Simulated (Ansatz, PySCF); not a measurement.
Breaking a bond: SMILES [F][Be][F]. The Be1–F3 bond (Be1 also carries F; F3 carries nothing else) is varied alone, starting from the PBE0/def2-TZVP optimised geometry.

- UKS-B3LYP/6-31G* = unrestricted B3LYP/6-31G*, spherical d (PySCF)
- UKS-BP86/6-31G* = unrestricted BP86/6-31G*, spherical d in PySCF
- UCCSD(T) = CCSD(T) on UHF/cc-pVTZ, frozen core in Ansatz (a program for electronic structure)

Energies relative to the lowest point of each curve near equilibrium, in kcal/mol:

| R / Å | UKS-B3LYP/6-31G* | UKS-BP86/6-31G* |
|---|---|---|
| 1.10 | 61.0 | 63.6 |
| 1.25 | 9.7 | 10.9 |
| 1.32 | 1.9 | 2.5 |
| 1.38 | 0.0 | 0.0 |
| 1.41 | 0.3 | 0.0 |
| 1.50 | 4.7 | 3.6 |
| 1.62 | 15.9 | 13.8 |
| 1.86 | 45.2 | 41.3 |
| 2.27 | 93.0 | 86.5 |
| 2.51 | 115.4 | 107.7 |
| 3.42 | 153.4 | 147.9 |
| 3.77 | 158.4 | 153.2 |

Question: What does UCCSD(T) give at the same points?

Answer: 1.10: 59.2; 1.25: 9.3; 1.32: 1.8; 1.38: 0.0; 1.41: 0.3; 1.50: 4.5; 1.62: 15.2; 1.86: 43.1; 2.27: 89.7; 2.51: 114.4; 3.42: 161.8; 3.77: 164.7 (kcal/mol).

The unrestricted determinant behind UKS-B3LYP/6-31G* is spin-contaminated at 2.75 to 4.81 Å (<S²> up to 0.9, against 0.00 for a pure singlet). The unrestricted determinant behind UKS-BP86/6-31G* is spin-contaminated at 2.75 to 4.81 Å (<S²> up to 0.8, against 0.00 for a pure singlet). The unrestricted determinant behind UCCSD(T) is spin-contaminated at 2.51 to 4.81 Å (<S²> up to 1.0, against 0.00 for a pure singlet).
